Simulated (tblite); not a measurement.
Record of a relaxation.

Compound: CH₁₀AsNSi₃.
Bonds: C1–N2, N2–Si3, Si3–As4, As4–Si5, As4–Si6, N2–Si6. Hydrogens: H7, H8, H9 on C1; H10, H11 on Si3; H12, H13, H14 on Si5; H15, H16 on Si6.

Computed with GFN2-xTB (tblite), gas phase: L-BFGS steps from a force-field or distance-geometry start until the largest atomic force falls under 0.01 eV/Å. 9 of its 151 geometries are shown.

Step 0: E = -482.4211 eV, largest atomic force 1.816 eV/Å
```
atom  x, y, z in Å  |  force x, y, z in eV/Å
C1     -2.639   -0.202    0.608   -1.705   0.620  -0.070
N2     -1.629   -0.391   -0.384    1.610  -0.194  -0.019
Si3    -0.227   -1.388    0.126    0.009  -0.749   0.291
As4     0.879    0.368    1.095   -0.054   0.312   0.760
Si5     3.128    0.543    0.642   -0.224  -0.043  -0.433
Si6    -0.509    0.936   -0.679    0.227   1.074   0.109
H7     -2.825    0.887    0.807    0.278  -0.780   0.044
H8     -2.478   -0.721    1.566    0.127   0.228  -0.342
H9     -3.607   -0.572    0.182    0.477   0.038   0.365
H10    -0.576   -2.460    1.062   -0.267  -0.059  -0.136
H11     0.450   -1.883   -1.067   -0.194  -0.223  -0.241
H12     3.623    1.709    1.374    0.089   0.098   0.005
H13     3.374    0.725   -0.800    0.162   0.025   0.040
H14     3.876   -0.618    1.103    0.153  -0.178   0.049
H15     0.163    0.783   -1.974   -0.349  -0.007  -0.120
H16    -1.011    2.294   -0.404   -0.341  -0.163  -0.302
```

Step 19: E = -482.9287 eV, largest atomic force 0.250 eV/Å
```
atom  x, y, z in Å  |  force x, y, z in eV/Å
C1     -2.669   -0.218    0.522    0.197  -0.028  -0.111
N2     -1.421   -0.309   -0.221    0.052   0.018   0.244
Si3    -0.153   -1.433    0.274   -0.154  -0.076  -0.059
As4     0.998    0.409    1.222   -0.208  -0.029   0.100
Si5     3.208    0.535    0.579   -0.169  -0.038  -0.021
Si6    -0.440    1.117   -0.512   -0.044  -0.055   0.046
H7     -2.929    0.827    0.697   -0.097  -0.053  -0.168
H8     -2.590   -0.685    1.512    0.008  -0.058  -0.176
H9     -3.475   -0.707   -0.033    0.002   0.039   0.055
H10    -0.800   -2.501    1.070    0.154   0.191  -0.009
H11     0.373   -2.054   -0.967   -0.054   0.095   0.160
H12     3.779    1.708    1.261    0.072  -0.042  -0.048
H13     3.416    0.692   -0.862    0.114   0.010  -0.121
H14     3.917   -0.664    1.039    0.097  -0.001  -0.015
H15     0.100    1.002   -1.883   -0.053   0.016   0.041
H16    -1.323    2.289   -0.443    0.082   0.011   0.081
```

Step 38: E = -483.3540 eV, largest atomic force 0.498 eV/Å
```
atom  x, y, z in Å  |  force x, y, z in eV/Å
C1     -2.772   -0.398    0.086    0.457   0.052  -0.191
N2     -1.352   -0.132    0.242   -0.260   0.116   0.242
Si3    -0.135   -1.295    0.725   -0.089   0.041  -0.167
As4     1.214    0.481    1.367   -0.006   0.207  -0.058
Si5     3.282    0.393    0.280   -0.135   0.007   0.148
Si6    -0.487    1.357   -0.035    0.129  -0.172   0.033
H7     -3.310    0.518   -0.159    0.095   0.050   0.106
H8     -3.175   -0.811    1.015    0.006  -0.003  -0.134
H9     -2.956   -1.104   -0.733    0.055  -0.043   0.132
H10    -0.642   -2.213    1.753   -0.065   0.000  -0.042
H11     0.251   -2.060   -0.477   -0.016  -0.149   0.047
H12     4.006    1.561    0.821    0.045  -0.065  -0.047
H13     3.442    0.468   -1.179   -0.108  -0.018  -0.043
H14     4.022   -0.815    0.708   -0.079   0.099  -0.024
H15    -0.147    1.488   -1.463    0.006   0.032  -0.107
H16    -1.249    2.571    0.306   -0.035  -0.154   0.105
```

Step 56: E = -483.4769 eV, largest atomic force 0.127 eV/Å
```
atom  x, y, z in Å  |  force x, y, z in eV/Å
C1     -2.616   -0.425   -0.105   -0.017  -0.001   0.001
N2     -1.318   -0.086    0.406    0.037  -0.050  -0.036
Si3    -0.135   -1.256    0.924    0.049   0.066  -0.063
As4     1.246    0.571    1.461   -0.053  -0.014   0.108
Si5     3.192    0.392    0.205   -0.043  -0.006   0.019
Si6    -0.484    1.409    0.119    0.094  -0.079   0.034
H7     -3.131    0.477   -0.426   -0.061   0.029   0.030
H8     -3.211   -0.920    0.667    0.002   0.015   0.003
H9     -2.554   -1.103   -0.962    0.051  -0.004  -0.012
H10    -0.705   -2.105    1.986    0.025   0.039  -0.036
H11     0.174   -2.119   -0.237    0.065  -0.058   0.084
H12     4.138    1.472    0.549   -0.109   0.023  -0.007
H13     3.085    0.399   -1.260   -0.011  -0.030  -0.033
H14     3.887   -0.839    0.611    0.002  -0.076  -0.057
H15    -0.285    1.627   -1.325    0.043   0.053  -0.043
H16    -1.289    2.515    0.642   -0.073   0.092   0.007
```

Step 75: E = -483.5534 eV, largest atomic force 0.049 eV/Å
```
atom  x, y, z in Å  |  force x, y, z in eV/Å
C1     -2.404   -0.446   -0.325    0.016  -0.026  -0.031
N2     -1.168   -0.098    0.320   -0.023  -0.002  -0.006
Si3    -0.095   -1.207    1.125   -0.027   0.002   0.038
As4     1.259    0.626    1.677   -0.014   0.010   0.008
Si5     2.939    0.316    0.108    0.002  -0.029   0.040
Si6    -0.450    1.486    0.316    0.016  -0.014  -0.032
H7     -2.946    0.461   -0.593   -0.013  -0.017   0.011
H8     -3.031   -1.046    0.338    0.015   0.004   0.017
H9     -2.233   -1.025   -1.239    0.025   0.017   0.019
H10    -0.815   -1.903    2.207   -0.014   0.013  -0.014
H11     0.395   -2.248    0.202   -0.006  -0.004  -0.030
H12     3.946    1.383    0.222   -0.005   0.031  -0.026
H13     2.509    0.277   -1.298    0.030  -0.001  -0.027
H14     3.660   -0.941    0.373   -0.012  -0.001  -0.019
H15    -0.165    1.929   -1.065    0.011  -0.010   0.039
H16    -1.409    2.444    0.887   -0.002   0.027   0.013
```

Step 94: E = -483.5570 eV, largest atomic force 0.012 eV/Å
```
atom  x, y, z in Å  |  force x, y, z in eV/Å
C1     -2.377   -0.458   -0.343    0.000  -0.002  -0.003
N2     -1.168   -0.086    0.335    0.004   0.006   0.003
Si3    -0.107   -1.198    1.152    0.000   0.001  -0.003
As4     1.263    0.627    1.692    0.001  -0.009   0.000
Si5     2.917    0.308    0.094   -0.005  -0.003   0.006
Si6    -0.448    1.496    0.341    0.000   0.004  -0.005
H7     -2.945    0.432   -0.613    0.002  -0.001   0.008
H8     -2.997   -1.086    0.301   -0.003  -0.005   0.002
H9     -2.162   -1.020   -1.257   -0.004   0.002  -0.011
H10    -0.856   -1.879    2.222    0.000  -0.004   0.006
H11     0.369   -2.243    0.225   -0.005   0.002   0.002
H12     3.913    1.390    0.179    0.004   0.009  -0.002
H13     2.489    0.261   -1.314   -0.002  -0.006   0.005
H14     3.643   -0.947    0.352    0.005   0.002  -0.002
H15    -0.145    1.948   -1.030    0.003   0.003  -0.006
H16    -1.396    2.464    0.919    0.001   0.000   0.001
```

Step 112: E = -483.5582 eV, largest atomic force 0.052 eV/Å
```
atom  x, y, z in Å  |  force x, y, z in eV/Å
C1     -2.383   -0.451   -0.339   -0.015  -0.002  -0.037
N2     -1.168   -0.086    0.333   -0.021   0.003   0.004
Si3    -0.118   -1.208    1.150    0.022   0.000   0.004
As4     1.263    0.608    1.700    0.008  -0.013   0.001
Si5     2.922    0.311    0.103   -0.011  -0.009   0.002
Si6    -0.429    1.487    0.332   -0.022   0.014  -0.016
H7     -2.985    0.432   -0.544    0.012   0.045   0.022
H8     -2.968   -1.133    0.282    0.014  -0.017  -0.006
H9     -2.178   -0.949   -1.293    0.007  -0.015   0.016
H10    -0.874   -1.879    2.222   -0.005  -0.005   0.009
H11     0.343   -2.260    0.224    0.010   0.002  -0.001
H12     3.877    1.432    0.147    0.001   0.002   0.006
H13     2.471    0.217   -1.294    0.009  -0.013  -0.014
H14     3.699   -0.911    0.376   -0.001   0.009   0.002
H15    -0.104    1.933   -1.037   -0.005  -0.008   0.006
H16    -1.375    2.466    0.894   -0.002   0.007   0.003
```

Step 131: E = -483.5610 eV, largest atomic force 0.028 eV/Å
```
atom  x, y, z in Å  |  force x, y, z in eV/Å
C1     -2.399   -0.421   -0.332   -0.002   0.006   0.004
N2     -1.185   -0.089    0.360    0.001   0.000   0.002
Si3    -0.138   -1.227    1.157    0.011   0.004  -0.025
As4     1.263    0.576    1.703    0.002   0.002  -0.002
Si5     2.929    0.302    0.110    0.006   0.001   0.002
Si6    -0.410    1.468    0.321   -0.002  -0.013  -0.002
H7     -3.060    0.446   -0.358   -0.011  -0.011   0.001
H8     -2.910   -1.239    0.177    0.015   0.016  -0.011
H9     -2.200   -0.729   -1.364   -0.006  -0.010   0.004
H10    -0.896   -1.906    2.222    0.000   0.004   0.005
H11     0.327   -2.274    0.227    0.002   0.010   0.001
H12     3.766    1.514    0.063   -0.002  -0.006  -0.003
H13     2.494    0.054   -1.274    0.001  -0.009   0.002
H14     3.829   -0.809    0.465   -0.012   0.002   0.009
H15    -0.075    1.862   -1.062    0.001   0.005  -0.001
H16    -1.343    2.481    0.842   -0.004   0.001   0.013
```

Step 150: E = -483.5626 eV, largest atomic force 0.009 eV/Å
```
atom  x, y, z in Å  |  force x, y, z in eV/Å
C1     -2.401   -0.418   -0.332    0.000   0.003   0.005
N2     -1.183   -0.080    0.349   -0.001  -0.001  -0.002
Si3    -0.127   -1.212    1.142   -0.008  -0.002  -0.003
As4     1.262    0.596    1.695    0.004  -0.002  -0.001
Si5     2.933    0.282    0.115   -0.001   0.002   0.002
Si6    -0.421    1.483    0.320    0.003  -0.003   0.002
H7     -3.093    0.424   -0.302   -0.003   0.001  -0.003
H8     -2.872   -1.277    0.147    0.004   0.002  -0.001
H9     -2.218   -0.671   -1.383    0.003  -0.003   0.002
H10    -0.883   -1.899    2.202    0.004  -0.005   0.004
H11     0.351   -2.247    0.206    0.001  -0.005  -0.001
H12     3.753    1.501    0.001    0.001   0.002  -0.001
H13     2.506   -0.053   -1.253   -0.001  -0.003  -0.002
H14     3.844   -0.795    0.539   -0.004   0.004   0.002
H15    -0.101    1.896   -1.060    0.000   0.005  -0.001
H16    -1.357    2.479    0.869    0.000   0.005  -0.001
```

Q: Summarise the path.

A: The energy falls by 26.32 kcal/mol from step 0 to step 150; nine tenths of that is first reached at step 51. It falls at every step. The largest force goes from 1.816 to 0.009 eV/Å. Among the bonds Si3–As4 changes most (a near tie, within 0.001 Å, with another), from 2.290 to 2.345 Å; the atoms move by 1.243 Å rms after alignment.

Q: Follow the three bonds and two angles with the largest change from start to end.

A: 
```csv
step,E above end (kcal/mol),largest force (eV/Å),Si3–As4 (Å),N2–Si3 (Å),C1–H7 (Å),Si3–N2–Si6 (°),Si3–As4–Si5 (°)
0,26.32,1.816,2.290,1.794,1.122,88.3,116.5
7,17.41,0.574,2.352,1.776,1.098,95.5,111.4
13,15.82,0.201,2.362,1.754,1.089,98.6,111.9
20,14.34,0.332,2.379,1.761,1.091,100.2,113.4
26,12.31,0.491,2.342,1.746,1.092,103.1,112.6
33,7.95,0.359,2.381,1.738,1.092,104.2,110.6
39,4.42,0.562,2.325,1.750,1.086,105.4,111.0
46,3.06,0.149,2.336,1.745,1.090,105.9,109.3
52,2.41,0.178,2.349,1.744,1.091,106.9,108.0
59,1.69,0.304,2.342,1.739,1.090,106.9,107.3
65,0.71,0.257,2.352,1.743,1.087,108.3,101.3
72,0.29,0.127,2.346,1.741,1.090,109.4,99.2
78,0.19,0.046,2.343,1.741,1.090,108.9,98.9
85,0.15,0.032,2.347,1.740,1.089,109.2,98.9
91,0.13,0.022,2.344,1.741,1.089,109.2,98.7
98,0.13,0.021,2.344,1.741,1.089,109.2,98.8
104,0.12,0.021,2.344,1.741,1.089,109.2,98.9
111,0.11,0.045,2.346,1.740,1.089,109.1,99.1
117,0.08,0.033,2.345,1.741,1.091,109.0,99.7
124,0.05,0.016,2.346,1.741,1.090,109.0,100.3
130,0.04,0.025,2.347,1.740,1.090,109.1,100.2
137,0.03,0.031,2.346,1.740,1.091,109.0,100.0
143,0.01,0.020,2.346,1.739,1.091,109.0,99.5
150,0.00,0.009,2.345,1.739,1.091,109.0,99.3
```

What follows is the cost of the whole relaxation. Hardware: Arm Neoverse V1, one thread, no GPU, shared host with 32 logical CPUs at a one-minute load of 29. Cost: 1.4 s of wall time.
